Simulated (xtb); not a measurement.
B(GeH3)(OH)2 (BGeH5O2), SMILES O[B](O)[GeH3]. All values are semi-empirical tight-binding results from xtb (GFN2-xTB unless named), good for trends rather than for accurate numbers. Geometry: GFN2-xTB. This is a generated structure with no PubChem entry under its InChIKey; it may be hypothetical. Other conformers were not sampled.

Optimised geometry:

Bonded distances (Å): B1–Ge2 2.057, B1–O6 1.344, B1–O8 1.344, Ge2–H3 1.500, Ge2–H4 1.502, Ge2–H5 1.503, O6–H7 0.956, O8–H9 0.956. Bond angles (°): Ge2–B1–O6 122.3, Ge2–B1–O8 122.3, O6–B1–O8 115.3, B1–Ge2–H3 116.0, B1–Ge2–H4 116.2, B1–Ge2–H5 116.0, H3–Ge2–H4 101.6, H3–Ge2–H5 101.5, H4–Ge2–H5 103.4, B1–O6–H7 117.4, B1–O8–H9 117.4.
Charge 0, spin multiplicity 1.

For metal compounds this method's bond lengths and energies can be far off.

```json
{
 "orbital_gap": "5.18 eV",
 "zero_point_energy": "33.6 kcal/mol",
 "G − E(el) at 298.15 K (modified RRHO)": "14.1 kcal/mol"
}
```

Q: Give the atomic charges and the Wiberg bond orders between heavy atoms. (An estimate is asked for; the answer gives what the named calculation found.)

A: charges (e) B1 0.42, Ge2 0.01, H3 -0.05, H4 -0.05, H5 -0.05, O6 -0.45, H7 0.31, O8 -0.45, H9 0.31. Bond orders B1–Ge2 0.77, B1–O6 1.23, B1–O8 1.23.
